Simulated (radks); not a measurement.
Initial-state core-level shifts of neutral vanadium when its valence configuration changes from [Ar] 3d3 4s2. Calculated with a radial shooting solver on a logarithmic mesh with Libxc functionals: non-relativistic Kohn-Sham, PBE, spin-polarised, spherical densities, point nucleus; open shells are filled with parallel spins first. Shifts are changes of the shell-averaged eigenvalues in eV (positive: less bound); the change of the density at the nucleus, which sets a Mossbauer isomer shift, is in e/bohr^3, on a base of 8187.

valence,1s,2s,3s,3p,density at nucleus
3d1 4s2 4p2,-15.359,-17.464,-14.366,-13.848,+7.3579
4s2 4p3,-24.522,-28.071,-22.223,-21.409,+12.0762
3d4 4s1,+4.211,+4.770,+4.309,+4.166,-3.9385
3d2.5 4s2 4p0.5,-3.413,-3.821,-3.338,-3.229,+1.5376
3d2 4s2 4p1,-7.130,-8.031,-6.875,-6.639,+3.2873
3d3 4s1 4p1,-1.138,-1.142,-1.117,-1.104,-2.5412
3d0.5 4s2 4p2.5,-19.831,-22.631,-18.260,-17.594,+9.6430
3d4 4p1,+2.952,+3.632,+3.051,+2.892,-6.9385
3d0.5 4s1.5 4p3,-20.152,-22.966,-18.585,-17.913,+6.9963
